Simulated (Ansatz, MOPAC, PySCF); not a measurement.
Complex: CH4O (SMILES CO) (first 6 atoms) with GeH4 (SMILES [GeH4]); geometry from B3LYP-D3(BJ)/def2-TZVP, rigid monomers moved along the line of their centres of mass till O2···Ge7 is 2.88 Å.
(charge 0, multiplicity 1):
```xyz
11

C     -0.450     0.172     0.489
O      0.791     0.282     1.175
H     -1.253     0.708     1.005
H     -0.703    -0.887     0.466
H     -0.381     0.536    -0.541
H      1.042     1.210     1.215
Ge     0.030    -0.069     3.934
H     -0.514    -1.263     3.141
H     -0.563     1.239     3.386
H      1.561    -0.023     3.870
H     -0.404    -0.210     5.406
```

Monomers are frozen at their geometry in the pair; levels with a basis set take the counterpoise correction. Rows marked so take none.

Rows in 6-31G* carry no dispersion term and start afresh at each structure (6-31G* with six Cartesian d functions); the Pople sets are all-electron and without relativity. The state that PM6 reach isn't checked.

Run with Ansatz (an electronic-structure program) with Gaussian orbitals; MOPAC for PM6 (differences of heats of formation); PySCF for 6-31G* rows, the dispersion terms. Each number belongs to the level named beside it.

One of these levels gives 82.0 meV for the interaction energy. Which one is it?
A. r2SCAN-D3(BJ)/def2-TZVPPD
B. B3LYP/6-31G*
C. PM6
D. HF/6-31G* (no counterpoise)

B, B3LYP/6-31G*. The others give 122.4 (PM6), 38.6 (HF/6-31G* (no counterpoise)), -61.4 (r2SCAN-D3(BJ)/def2-TZVPPD)
